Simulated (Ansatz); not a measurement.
One change: `[F][Mo](=[S])(=[S])[Cl]` becomes `[F][W](=[S])(=[S])[Cl]`.

Ansatz, PBE0-D4/def2-TZVP geometries, multiplicity 1. 

Elements past krypton have def2 core potentials.

```tsv
property	`[F][Mo](=[S])(=[S])[Cl]`
HOMO–LUMO gap (PBE0/def2-TZVPP) / eV	3.99
HOMO energy (PBE/def2-TZVPP) / eV	-6.70
LUMO energy (ωB97M-V/def2-TZVPP) / eV	-1.80
size of the dipole moment (PBE/def2-TZVPP) / D	0.37
HOMO–LUMO gap (B3LYP/def2-TZVPP) / eV	3.59
HOMO energy (ωB97M-V/def2-TZVPP) / eV	-9.76
```

(1) Give the same properties after the change, and the shifts. (An estimate is asked.)

Results:

(1) The calculation gave: 
```
                                      property  `[F][W](=[S])(=[S])[Cl]`  shift
          HOMO–LUMO gap (PBE0/def2-TZVPP) / eV                      4.38   0.39
             HOMO energy (PBE/def2-TZVPP) / eV                     -6.62   0.08
         LUMO energy (ωB97M-V/def2-TZVPP) / eV                     -1.30   0.50
size of the dipole moment (PBE/def2-TZVPP) / D                      0.83   0.46
         HOMO–LUMO gap (B3LYP/def2-TZVPP) / eV                      3.97   0.38
         HOMO energy (ωB97M-V/def2-TZVPP) / eV                     -9.68   0.08
```

With PBE0 the HOMO rises by 0.08 eV and the LUMO rises by 0.47 eV, so the gap widens by about 0.39 eV. PBE moves the HOMO by 0.08 eV and ωB97M-V by 0.08 eV. Dipoles are sizes alone; their direction can turn.

B3LYP here is the variant with VWN-RPA as its local correlation; programs differ in this.
